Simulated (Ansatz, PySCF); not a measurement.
Energy difference 2 R1 → P1 + P2, each structure at its B3LYP-D3(BJ)/def2-TZVP stationary point, reached from a drawn start (curvature not checked).
P1, Cl3NbO (SMILES [O]=[Nb]([Cl])([Cl])[Cl]) (charge 0, multiplicity 1):
```xyz
5

Nb     0.049     0.049     0.049
O      1.030     1.014     1.029
Cl     1.414    -1.254    -1.248
Cl    -1.235     1.433    -1.245
Cl    -1.258    -1.242     1.415
```
R1, Cl2NbO (SMILES [O]=[Nb]([Cl])[Cl]) (charge 0, multiplicity 2, Z-matrix in Å and degrees):
```
Nb
O 1 1.6924
Cl 1 2.3104 2 115.38
Cl 1 2.3105 2 115.38 3 179.65
```
P2, ClNbO (SMILES [O]=[Nb][Cl]) (charge 0, multiplicity 3):
```xyz
3

Nb     0.1887     0.0052    -0.7062
O      1.6137    -0.0062     0.2075
Cl    -1.8024     0.0010     0.4986
```

P less R. No zero-point or thermal terms; singlets are restricted closed shells; open shells are unrestricted; no spin–orbit coupling. The spin states of the d-block species are the ones drawn and need not be the lowest.

Frozen-core correlation throughout. CBS(a, b) extrapolates the correlation energy as X⁻³ and adds the Hartree–Fock energy of set b.

Programs: Ansatz (a program for electronic structure); PySCF for the D3/D4 terms. No computed number here is a measurement. Elements past Kr take the def2 small-core potentials, without spin–orbit coupling.

What reaction energy does revPBE-D4/def2-TZVPP give?

4.0 kcal/mol

Estimate the reaction energy that CCSD(T)/CBS(def2-TZVPP, def2-QZVPP) returns for this input.

12.1 kcal/mol

Estimate the reaction energy that SCS-MP2/def2-SVP returns for this input.

9.0 kcal/mol
